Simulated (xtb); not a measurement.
C₃H₇NO, SMILES CN(C=O)C. All values are semi-empirical tight-binding results from xtb (GFN2-xTB unless named), good for trends rather than for accurate numbers. Coordinates come from a GFN2-xTB optimisation. The values are those of a single conformer.

```yaml
point_group_as_xtb_finds_it: Cs
orbital_gap: 5.14 eV
dipole_moment: 4.60 D
zero_point_energy: 62.2 kcal/mol
G − E(el) at 298.15 K (modified RRHO): 43.9 kcal/mol
static polarisability (D4 model): 51.2 bohr³
solvation energy, GFN2-xTB/ALPB(water): -5.6 kcal/mol
solvation energy, GFN2-xTB/ALPB(dmso): -7.9 kcal/mol
```

Computed IR lines (harmonic; lines under 4 % of the strongest left out, lines within 3 cm⁻¹ merged):
ν (cm⁻¹): 1090 (w), 1257 (w), 1760 (vs), 2766 (m), 2946 (w), 2963 (w), 2969 (w), 2982 (w) (against the strongest line: vs over 80 %, s over 45 %, m over 15 %, w over 4 %, vw less)
